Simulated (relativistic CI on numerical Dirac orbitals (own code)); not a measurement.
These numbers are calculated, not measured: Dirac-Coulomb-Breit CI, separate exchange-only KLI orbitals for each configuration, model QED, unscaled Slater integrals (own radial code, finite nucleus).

The strongest absorption lines from the ground level of an ion, among the configurations computed and to levels below about 9370 eV (vacuum wavelength in nm, gf): 0.13296 (0.24), 0.17127 (0.2), 0.17159 (0.36), 0.17229 (0.16), 0.17428 (1.1), 0.17640 (0.46), 1.4659 (0.25), 1.4682 (0.15).

Q: Which ion is it?
A. Sb46+
B. Ba51+
C. Pm56+
D. Pm54+

A: C. Pm56+ has 5 electrons and the ground level 2s2.2p 2P°_1/2; the strongest line goes to 2s2.3d 2D_3/2. The pattern of lines fixes the number of electrons, and along that sequence the line energies rise steadily with the charge (about as its square where n changes within one kind of shell, about linearly where n is kept but much faster in heavy ions where fine structure, which grows about as Z⁴, sets the gap, and irregularly where shells cross), which fixes Z. Configurations outside the model, such as inner-shell arrays, can give stronger lines. At this charge energies of transitions that change n are usually good to better than 1 %, and those within a shell (Δn = 0) to a few per cent.

LS names give the leading component of a level, which can be under half, so a name can repeat, a term be missing and a line seem to break the LS rules.
